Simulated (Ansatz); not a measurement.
Method: frozen-core CCSD(T)/def2-TZVPP // TPSS-D3(BJ)/def2-SVP in Ansatz (a quantum-chemistry and plane-wave program).

Ansatz 0.2 input:
```yaml
crystal:
  periodic: [false, false, false]
  atoms:
    - { symbol: W, position_ang: [-0.019208, 0.079257, -0.058851] }
    - { symbol: O, position_ang: [-0.231926, 1.26575, 1.160937] }
    - { symbol: O, position_ang: [-0.340791, -1.429053, 0.690902] }
    - { symbol: Cl, position_ang: [-1.568357, 0.428047, -1.700549] }
    - { symbol: Cl, position_ang: [2.159344, 0.108844, -0.744943] }
basis:
  gaussian: { orbitals: def2-TZVPP }
correlation:
  method: ccsd_t
```

Output:

```
Functional definition: HF
1295 factors; integrals over basis functions are off by at most 8.1e-4 eV
mean field evaluation 1: about -30882.0768 eV, gradient 8.2e1 eV
mean field evaluation 2: about -30882.3708 eV, gradient 8.2e1 eV
mean field evaluation 4: about -30895.2824 eV, gradient 5.3e0 eV
mean field evaluation 8: about -30895.4043 eV, gradient 7.1e-1 eV
mean field evaluation 16: about -30895.4073 eV, gradient 1.9e-6 eV
mean field evaluation 32: about -30883.4119 eV, gradient 1.7e0 eV
mean field evaluation 64: about -30883.2981 eV, gradient 1.3e0 eV
mean field -30895.40729594 eV, -1135.3852764666 hartree, gradient 1.9e-6 eV, S^2 0.000000; 0 other end points of the search recorded, 0 dependent functions left out
12 core orbitals not correlated
reference -30895.40729594 eV, -1135.3852764666 hartree; 20, 20 occupied and 170, 170 virtual orbitals, 1295 factors
second order -37.69829378 eV of doubles, -0.00000000 eV of singles
cycle   1  -33.62528321 eV  change     4.1e0 eV  update   3.3e-1
cycle   2  -35.72479037 eV  change    -2.1e0 eV  update   2.5e-1
cycle   3  -36.11790953 eV  change   -3.9e-1 eV  update   4.5e-2
cycle   4  -36.13081643 eV  change   -1.3e-2 eV  update   2.2e-2
cycle   5  -36.10874024 eV  change    2.2e-2 eV  update   6.0e-3
cycle   6  -36.11104277 eV  change   -2.3e-3 eV  update   2.2e-3
cycle   7  -36.11023019 eV  change    8.1e-4 eV  update   1.1e-3
cycle   8  -36.10932953 eV  change    9.0e-4 eV  update   4.3e-4
cycle   9  -36.10958906 eV  change   -2.6e-4 eV  update   2.2e-4
cycle  10  -36.10983090 eV  change   -2.4e-4 eV  update   8.3e-5
cycle  11  -36.10973055 eV  change    1.0e-4 eV  update   5.2e-5
cycle  12  -36.10965986 eV  change    7.1e-5 eV  update   2.3e-5
cycle  13  -36.10973107 eV  change   -7.1e-5 eV  update   9.2e-6
cycle  14  -36.10970770 eV  change    2.3e-5 eV  update   3.3e-6
perturbative correction -2.24108690 eV, -0.0823584246 hartree
Total energy: -30933.75809055 eV, -1136.7946421732 hartree
```

Cost: about 2.0 core-minutes (a rough figure).
